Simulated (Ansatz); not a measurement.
`CB(C)O` + CH₃OH → `COB(C)O` + CH₄  (ligand exchange at a B–C bond)

Gas-phase electronic energies from Ansatz, PBE0-D4/def2-TZVP geometries. CCSD(T)/CBS adds triple-zeta CCSD(T) − MP2 to the extrapolated MP2 energy (def2 sets, frozen cores). This one scheme is used for every species. DFT in def2-TZVPP. One conformer a species, not always the lowest.

```tsv
level	ΔE (kJ/mol)
r2SCAN-D4	-141.2
r2SCANh	-140.5
```

(1) What does CCSD(T)/CBS give? (Estimate.)

Largest T1 diagnostic among the species: 0.012.

## Answers

(1) Ansatz gave: -137.2 kJ/mol. The listed levels differ from it by -4.0, -3.3 kJ/mol.

From BLYP to BHLYP (50 % exact exchange), in def2-TZVPP and without D4, ΔE moves by −5.7 kJ/mol. In def2-TZVPP, CCSD(T) changes the Hartree–Fock value by +6.3 kJ/mol (the triples alone add −0.3 kJ/mol) and MP2 by +5.3 kJ/mol.
